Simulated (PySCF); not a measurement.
SMILES CC(C)(C)[SiH2][SiH2][GeH3], GFN2-xTB optimised geometry.

```
23

C      1.07    -2.49     0.54
C      1.62    -1.45    -0.43
C      1.22    -1.84    -1.85
C      3.14    -1.43    -0.33
Si     0.91     0.28     0.00
Si    -1.41     0.28     0.00
Ge    -2.26     2.46     0.00
H      1.34    -2.24     1.57
H      1.48    -3.48     0.32
H     -0.01    -2.56     0.48
H      0.14    -1.89    -1.96
H      1.61    -1.12    -2.57
H      1.63    -2.82    -2.11
H      3.56    -2.40    -0.58
H      3.57    -0.69    -1.02
H      3.46    -1.17     0.68
H      1.47     1.24    -0.96
H      1.46     0.67     1.31
H     -1.98    -0.41     1.17
H     -2.01    -0.42    -1.15
H     -1.36     3.48     0.64
H     -3.57     2.69     0.71
H     -2.52     3.06    -1.35
```

Density from PBE/def2-SVP (PySCF) at that geometry.

Minimum of the electron density along straight lines between bonded atoms, close to the bond critical point (lines longer than 1.1 times the sum of covalent radii, or with two minima, are not listed):

| bond | length / Å | ρ at the minimum / e bohr⁻³ | ∇²ρ there / e bohr⁻⁵ | position (fraction from the first atom) |
|---|---|---|---|---|
| C1–C2 | 1.528 | 0.239 | -0.51 | 0.50 |
| C2–C3 | 1.528 | 0.239 | -0.51 | 0.50 |
| C2–C4 | 1.528 | 0.239 | -0.51 | 0.50 |
| C2–Si5 | 1.922 | 0.110 | 0.27 | 0.62 |
| Si6–Ge7 | 2.337 | ? | ? | 0.36 |
| C1–H8 | 1.088 | 0.274 | -0.99 | 0.63 |
| C1–H9 | 1.090 | 0.272 | -0.97 | 0.63 |
| C1–H10 | 1.089 | 0.273 | -0.98 | 0.63 |
| C3–H11 | 1.089 | 0.274 | -0.98 | 0.63 |
| C3–H12 | 1.088 | 0.274 | -0.99 | 0.63 |
| C3–H13 | 1.090 | 0.272 | -0.97 | 0.63 |
| C4–H14 | 1.090 | 0.272 | -0.97 | 0.63 |
| C4–H15 | 1.088 | 0.274 | -0.99 | 0.63 |
| C4–H16 | 1.088 | 0.274 | -0.99 | 0.63 |
| Si5–H17 | 1.474 | 0.114 | 0.30 | 0.49 |
| Si5–H18 | 1.473 | 0.114 | 0.30 | 0.49 |
| Si6–H19 | 1.470 | 0.114 | 0.31 | 0.49 |
| Si6–H20 | 1.471 | 0.113 | 0.31 | 0.49 |
| Ge7–H21 | 1.503 | 0.138 | 0.07 | 0.59 |
| Ge7–H22 | 1.502 | 0.138 | 0.07 | 0.60 |
| Ge7–H23 | 1.502 | 0.138 | 0.07 | 0.59 |

Task: Complete the blanks.

Result: 
- Si6–Ge7, ρ at the minimum / e bohr⁻³: 0.089
- Si6–Ge7, ∇²ρ there / e bohr⁻⁵: -0.07
